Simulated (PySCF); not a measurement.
An unknown shows these calculated signals:

1H NMR (300 MHz, computed): δ 5.64 (br s, 2H), 5.12 (br, 2H), 4.70 (br, 1H), 1.38 (s, 9H).

13C{1H} NMR (computed): δ 53.2 (C), 35.1 (CH3).

[PySCF 2.14.0 with density-fitted response routines: geometry from PBE0-D3(BJ)/def2-SVP; σ from GIAO-PBE0/pcSseg-1; rapidly exchanging positions averaged; no solvent model; one computed conformer; non-relativistic Hamiltonian]

References, each an isolated molecule treated in the same way: TMS for 1H and 13C.

Which of these does the molecule contain: a Si–H bond, a carboxylic acid, an NH or NH2 group, a tert-butyl group, a non-aromatic C=C double bond?

## Answers


- A Si–H bond: no.
- A carboxylic acid: no.
- An NH or NH2 group: yes (δH 5.64 (br s)).
- A tert-butyl group: yes (δC 35.1, 53.2; δH 1.38 (s)).
- A non-aromatic C=C double bond: no.

The data belong to SMILES CC(C)(C)N1BNBNB1, C4H14B3N3; they needn't prove each group on their own.

Carbon signals by region: 1 at 50–100 ppm, 1 below 50 ppm.

OH/NH shifts are gas-phase values; hydrogen bonding in solution moves them, usually downfield. Hydrogens on boron are broadened and split by 11B (spin 3/2, 80 %) and 10B (spin 3). Shifts are as computed. Against solution values, carbons near 30 ppm lie about +2 ppm off and those near 130 ppm about +5 ppm. Of 1313 compounds with measured shifts, 239 miss one by over three times the rms of a fit or turn the order of signals round; such compounds aren't used in these exercises. Multiplicities follow the n + 1 count of equivalent neighbours, as no J values were calculated; m marks all less simple cases, F and P coupling included.
